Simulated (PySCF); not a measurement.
A search over the determinants of PbI

Unrestricted PBE0; basis Pb def2-SVP with ECP60, I def2-SVP with ECP28; scalar-relativistic core potentials; PySCF 2.14. Outer shells of the fragments: Pb 5d10 6s2 6p2; I 4d10 5s2 5p5.

Followed along the bond (rough minima from three points):

```tsv
2Ms+1	unpaired	⟨S²⟩ at the start	R at minimum (Å)	Te (eV)
2	π ↑	0.75	2.83	0.00
4	σ ↑, π ↑↑	3.76	none in the scan	≤ 3.00
```

Solutions found at the starting distance of 2.705 Å, counted from the lowest of them; the search is not exhaustive and high or unbound solutions are not listed, so other states can lie among these:

| 2Ms+1 | unpaired | term | E (eV) | ⟨S²⟩ | ⟨Lz²⟩ | μ (D) |
| --- | --- | --- | --- | --- | --- | --- |
| 2 | π ↑ | ²Π | 0.00 | 0.75 | 1.01 | -2.71 |
| 2 | σ ↑ | ²Σ⁺ | 2.30 | 0.75 | 0.00 | -2.03 |
| 4 | σ ↑, π ↑↑ | ⁴Σ⁻ | 3.29 | 3.76 | 0.00 | 0.71 |
| 4 | π ↑↑↑ | ⁴Π | 3.48 | 3.76 | 1.00 | 3.19 |
| 2 | σ ↓, π ↑↑ | mixed | 3.64 | 1.76 | 0.00 | 1.00 |
| 2 | π ↑↑↓ | mixed | 3.78 | 1.76 | 3.01 | 3.21 |
| 4 | σ ↑↑, π ↑ | ⁴Π | 5.06 | 3.75 | 1.00 | 1.02 |
| 4 | σ ↑, π ↑↑ | mixed | 5.27 | 3.75 | 2.01 | 3.23 |
| 4 | σ ↑, π ↑↑ | mixed | 5.43 | 3.75 | 2.01 | 3.16 |

A term symbol is given only where ⟨S²⟩ and ⟨Lz²⟩ are close to those of a pure state; real π, δ and φ orbitals otherwise mix terms. A positive dipole means Pb(−)I(+).

These are scalar-relativistic numbers at best; spin–orbit coupling would shift them, the dissociation energy most. Counting both spins, an empty level lies below a filled one in some of these solutions, because spin and occupation are held.
